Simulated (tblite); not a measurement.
Run record: tight-binding relaxation, `ClB(SCC)C(C)=C`.

Computed with GFN2-xTB geometry optimisation, gas phase (tblite 0.8.0). Start geometry: from a force field or distance geometry. A driver script takes a list of jobs; this job's settings line and coordinates (Å) are shown.

Command:
```bash
OMP_NUM_THREADS=1 python probes_run.py task.json out
```

Input:
```
{"job": {"kind": "relax", "xc": "GFN2-xTB", "basis": "xTB"}, "charge": 0, "multiplicity": 1}
C     -1.792900    -1.254900    -1.667700
C     -1.784400    -0.461600    -0.580200
C     -2.983600     0.163600    -0.009300
B     -0.366800    -0.257600     0.088200
Cl    -0.260200    -0.619600     1.904100
S      0.595800     1.212800    -0.561600
C      2.300100     1.155200     0.035100
C      3.036800    -0.025900    -0.566000
H     -0.840700    -1.689300    -2.014700
H     -2.729500    -1.465600    -2.182200
H     -3.793500     0.012700    -0.786100
H     -2.880800     1.263900     0.130200
H     -3.374600    -0.298000     0.916100
H      2.888600     2.057400    -0.282300
H      2.279600     1.138600     1.136300
H      3.582400    -0.561000     0.262000
H      2.316800    -0.696400    -1.073500
H      3.798100     0.331900    -1.289600
```

Output:
```
step      E/eV     max force
  0    -675.26111    2.581
  1    -675.57512    2.110
  2    -675.76465    1.247
  3    -675.86292    1.067
  4    -675.93132    0.719
  5    -675.97576    0.639
  6    -675.99752    0.523
  7    -676.01208    0.266
  8    -676.02067    0.325
  9    -676.02985    0.341
... (162 lines left out)
172    -676.38421    0.011
173    -676.38424    0.012
174    -676.38426    0.012
175    -676.38430    0.016
176    -676.38436    0.018
177    -676.38443    0.021
178    -676.38452    0.020
179    -676.38459    0.017
180    -676.38465    0.016
181    -676.38468    0.009
```

«max force» is the largest atomic force in eV/Å.

**Question.** From which step on does the largest force stay under 0.1 eV/Å, and how much energy is left to gain from there?

**Answer.** From step 156 (0.064 eV/Å), 2.9 meV above the end.

In short: energy lowered by 25.9 kcal/mol over 181 steps; largest atomic force 0.009 eV/Å at the end.

The run took 2.6 s of wall time on one thread, Arm Neoverse N1 (aarch64), no GPU (shared host).
Labels such as C1 count atoms from 1, the log's own numbers from 0.
